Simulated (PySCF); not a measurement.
Two species compared at the same levels of theory.

First species: C7H11N2 (charge +1).
Cartesian coordinates in Å at the PBE0-D3(BJ)/def2-SVP level; atoms count from 1:
```xyz
20
C7H11N2 angstrom
N      3.0913   -0.2310   -1.1363
C      2.4890   -0.0094    0.1527
C      0.9791    0.0253    0.0864
C      0.2310    0.6075    1.1156
C     -1.1602    0.6021    1.0783
C     -1.7885    0.0118   -0.0105
N     -3.2640   -0.0087   -0.0573
C     -1.0799   -0.5685   -1.0558
C      0.3091   -0.5542   -0.9974
H      3.1797    0.6339   -1.6649
H      4.0206   -0.6312   -1.0514
H      2.8345    0.8984    0.6874
H      2.7562   -0.8540    0.8124
H      0.7394    1.0771    1.9616
H     -1.7327    1.0608    1.8899
H     -3.6419   -0.9595    0.0633
H     -3.6243    0.3511   -0.9518
H     -3.6660    0.5741    0.6875
H     -1.5896   -1.0266   -1.9085
H      0.9166   -0.9860   -1.7961
```

Second species: Sn(vinyl)2(SiH3)2, C4H12Si2Sn.
Structure used (PBE0-D3(BJ)/def2-SVP), in Å, numbered top down from 1:
```xyz
19
C4H12Si2Sn angstrom
Sn    -0.3415    0.0864   -0.2396
C     -0.2176    0.0534    1.9040
C      0.6689   -0.6917    2.5713
H     -0.9199    0.6740    2.4747
H      1.3972   -1.3338    2.0622
H      0.7124   -0.6976    3.6677
C      1.6695    0.1243   -0.9879
C      2.7326    0.4021   -0.2285
H      1.8224   -0.1004   -2.0515
H      2.6436    0.6336    0.8391
H      3.7492    0.4122   -0.6417
Si    -1.6289    2.1786   -1.0055
H     -1.7672    2.1918   -2.4948
H     -0.9118    3.4226   -0.5842
H     -2.9997    2.1966   -0.4052
Si    -1.4923   -2.0608   -1.0717
H     -0.6899   -3.2640   -0.6876
H     -1.6321   -2.0436   -2.5620
H     -2.8576   -2.1904   -0.4741
```

Levels: CAM-B3LYP/def2-SVPD for HOMO energy, LUMO energy, HOMO–LUMO gap and static isotropic polarisability; TDDFT CAM-B3LYP/def2-SVPD for lowest singlet excitation. Geometries: PBE0-D3(BJ)/def2-SVP. All species are isolated and taken at one optimised geometry (atoms past krypton carry core potentials, spin–orbit coupling is left out); the electronic structure was computed with PySCF and density fitting.

The conformers computed, where there is a choice (atom-mapped SMILES and torsion angles):
- `[NH2:1][CH2:2][c:3]1[cH:4][cH:5][c:6]([NH3+:7])[cH:8][cH:9]1`: N1–C2–C3–C4 -161°, H–N1–C2–C3 83°, H–N1–C2–C3 -156°

Which of the two has the higher S1 energy, and by how much?

The second: 5.87 eV against 5.21 eV, a difference of 0.66 eV.

Which has the higher LUMO energy?

The second: 0.37 eV against -3.82 eV, a difference of 4.19 eV.

Which of the two has the higher HOMO–LUMO gap, and by how much?

The second: 8.62 eV against 7.68 eV, a difference of 0.94 eV.

Which of the two has the higher HOMO energy, and by how much?

The second: -8.25 eV against -11.50 eV, a difference of 3.25 eV.

Which has the higher static isotropic polarisability?

The second: 156.4 au against 93.5 au, a difference of 62.9 au.

On the first: S1 lies 2.47 eV below the HOMO–LUMO gap; its leading configuration is HOMO→LUMO+1, weight 0.72. The 6 singlets span 5.21 to 6.40 eV, and their oscillator strengths add up to 0.07.

On the second: S1 lies 2.75 eV below the HOMO–LUMO gap; its leading configuration is HOMO→LUMO, weight 0.62. In wavenumbers S1 is 47300 cm⁻¹ (1 eV = 8065.54 cm⁻¹). Atoms past krypton carry effective core potentials; spin–orbit coupling is left out.
